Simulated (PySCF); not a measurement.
# Dipole moment and polarisability of `CNc1ccccn1`

C₆H₈N₂.
Structure used (GFN2-xTB), in Å, numbered top down from 1:
```xyz
16
C6H8N2 angstrom
C      2.587    0.239   -0.123
N      1.457   -0.354   -0.786
C      0.171   -0.243   -0.353
C     -0.233    0.687    0.618
C     -1.570    0.750    0.946
C     -2.471   -0.102    0.317
C     -1.972   -0.986   -0.622
N     -0.695   -1.065   -0.952
H      2.695   -0.111    0.910
H      3.490   -0.013   -0.673
H      2.488    1.327   -0.111
H      1.620   -1.156   -1.374
H      0.484    1.335    1.094
H     -1.913    1.456    1.690
H     -3.523   -0.077    0.552
H     -2.622   -1.677   -1.143
```

Level: CAM-B3LYP/def2-SVPD (PySCF), static field, nuclei fixed, core orbitals frozen in the response. The polarisability tensor in these axes (au):

```
x   116.94   4.87  -6.55
y     4.87  71.00  16.16
z    -6.55  16.16  70.33
```

Question: Diagonalise the tensor; give its mean and Δα, where Δα² is half the sum of the squared differences of the eigenvalues.

Answer: Principal values 53.48, 86.79 and 118.00 au; mean 86.09 au = 12.76 Å³ = 14.19 × 10⁻⁴⁰ C²·m²/J; Δα = 55.89 au (65 % of the mean).

Question: What is the dipole moment, and where does it point?

Answer: (1.36, 0.88, 1.10) D, 1.96 D in size, pointing from the negative to the positive side. Measured along this direction, the outermost atoms are H16 at the negative end and H9 and H11 at the positive end.

Question: Traceless (Buckingham) quadrupole moment about the centre of nuclear charge: eigenvalues?

Answer: -8.38, -2.05, 10.43 D·Å. The values depend on the origin, since the dipole doesn't vanish. The electronic extent ⟨r²⟩ about the same centre is 971 bohr², a root-mean-square distance of 2.16 Å for the 58 electrons.

Question: Sum over states: ᾱ = Σ f/ω², ω in Eh. What share falls to these 8 lowest TDDFT singlets (eV, f)? 4.72, 0.0819; 5.39, 0.0037; 5.72, 0.2082; 5.86, 0.0559; 6.13, 0.0003; 6.42, 0.0002; 6.66, 0.0309; 7.09, 0.1963.

Answer: They add up to 12.15 au, 14.1 % of the 86.09 au; the largest single term is 4.71 au, from the state at 5.72 eV. Terms in order: 2.73, 0.09, 4.71, 1.20, 0.01, 0.00, 0.52, 2.89 au. Higher excitations give the rest. The strengths listed sum to 0.577.

Question: How large is μ²/3kT at 350 K beside α?

Answer: In Gaussian units μ²/3kT = 26.47 Å³ against 12.76 Å³, a ratio of 2.07; the Debye molar polarisation (4π/3)N_A(α + μ²/3kT) is 98.9 cm³/mol, leaving out the vibrational part.

Question: What would n − 1 = 2πNα be for an ideal gas of these molecules at 500 K and 1 atm, electronic part alone?

Answer: N = p/kT = 1.4678 × 10¹⁹ cm⁻³, so n − 1 = 2π × N × 12.76 × 10⁻²⁴ cm³ = 1177 × 10⁻⁶ at long wavelengths.

The structure is a single GFN2-xTB conformer in the gas phase; no vibrational or solvent corrections.

These values come from a run that also computed excited states. The run took 36 s on one thread of an x86-64 server, shared host.
